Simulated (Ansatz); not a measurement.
The cluster P2W2, relaxed as a singlet with RKS PBE-D4/def2-SVP in Ansatz, starting from the GFN1-xTB geometry. Force threshold 0.02 eV/Å.

In the def2 sets W takes a core potential; there is no spin–orbit coupling. The restricted singlet is unstable towards broken spin symmetry in Hartree–Fock (as tested in another run); at PBE-D4/def2-SVP this wasn't settled. Another isomer (triplet) lies 1.04 eV lower at PBE0-D4/def2-TZVP; other spin states weren't run for this one.

Start:

```xyz
4

W    -1.110   -1.037    1.283
W     1.701    0.331   -0.976
P     0.061    1.018    0.691
P    -0.651   -0.311   -0.998
```

(1) Estimate the energy that the relaxation releases and the steps that it takes.

(2) Does the start keep its bonding and symmetry?

(3) Predict the relaxed structure.

Answers

(1) 4.87 eV, in 9 steps; 37 s on 4 threads of Arm Neoverse V1 on a shared host. No frequencies were taken in this run, so the end may be a saddle point.

(2) By distances, no bond broke or formed, bridged metal pairs apart. The bond that changes most is P3–P4, from 2.26 to 2.40 Å (atoms count from 1). Metal–metal contacts that move far: W1–W2 3.86 to 2.33 Å. Point group C2v at the start, C2v at the end, both within 0.05 Å.

(3) 
```tsv
atom	x (Å)	y (Å)	z (Å)
W1	-0.351	-1.007	0.940
W2	1.345	-0.182	-0.424
P3	-0.120	1.298	0.637
P4	-0.874	-0.110	-1.153
```
Bond lengths (bridged metal pairs left out): 4 × P–W 2.34 Å; 1 × P–P 2.40 Å.
